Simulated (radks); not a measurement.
Question: The table gives one normalised radial function P(r) = r R(r) (large component) of Mn+ in [Ar] 3d5 4s1 (r in bohr). All-electron calculation, Dirac Kohn-Sham, PBE, spin-unpolarised, spherical densities, point nucleus; open shells fill j = l - 1/2 first. Program: a radial shooting solver on a logarithmic mesh with Libxc functionals.

r	P
0.006741	0.0477
0.008778	0.0585
0.01143	0.0706
0.015	0.0835
0.01954	0.0951
0.02564	0.1033
0.03339	0.1040
0.04383	0.0921
0.05707	0.0634
0.07491	0.0129
0.09754	-0.0537
0.128	-0.1268
0.1667	-0.1765
0.2188	-0.1709
0.2849	-0.0862
0.371	0.0665
0.487	0.2314
0.6341	0.3035
0.8323	0.2099
1.084	-0.0348
1.423	-0.3466
1.852	-0.5828
2.431	-0.6634
3.166	-0.5662
4.156	-0.3589
5.411	-0.1670
7.103	-0.0497
9.249	-0.0092

Which n and l does it have? It may be an empty orbital.

Answer: n = 4, l = 0: the number of nodes gives n - l - 1 = 3, the rise at small r points to l (this Dirac orbital starts as r^gamma with gamma = sqrt((l + 1)^2 - (Z/c)^2) = 0.98; the j = 1/2 orbital of l + 1 starts with the same power, but with a smaller coefficient, and then steepens), and the extent must fit the shell. The curve is that of 4s1/2. 4s1/2: eigenvalue -11.871 eV, 3 radial nodes at r = 0.0792, 0.334, 1.05 bohr, <r> = 2.81 bohr, 90 % of the charge inside 4.19 bohr.
